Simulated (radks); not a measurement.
Question: Coherent X-ray form factor from a spherical all-electron density. Calculated with a radial shooting solver on a logarithmic mesh with Libxc functionals: scalar-relativistic Kohn-Sham, BLYP, spin-polarised, spherical densities, finite nucleus; Fermi nuclear charge, rms radius of each element as measured or else 0.836 A^(1/3) + 0.57 fm.

| sin(theta)/lambda (1/angstrom) | f0 (electrons) |
|---|---|
| 0.05 | 27.377 |
| 0.1 | 25.837 |
| 0.15 | 23.956 |
| 0.2 | 22.071 |
| 0.25 | 20.277 |
| 0.3 | 18.585 |
| 0.4 | 15.524 |
| 0.5 | 12.962 |
| 0.6 | 10.944 |
| 0.8 | 8.335 |
| 1 | 6.956 |
| 1.25 | 5.938 |
| 1.5 | 5.123 |
| 2 | 3.642 |

The species is in the configuration that NIST lists as its ground one. Which atom or ion scatters so?

Answer: Neutral nickel, [Ar] 3d8 4s2. Extrapolating in s^2 from the first two rows gives f0(0) = 27.9, near the electron count 28; among species with that count, the fall with angle is slower the higher Z, and the table is that of Z = 28; from so few rows the species is fixed only to a neighbour or two.
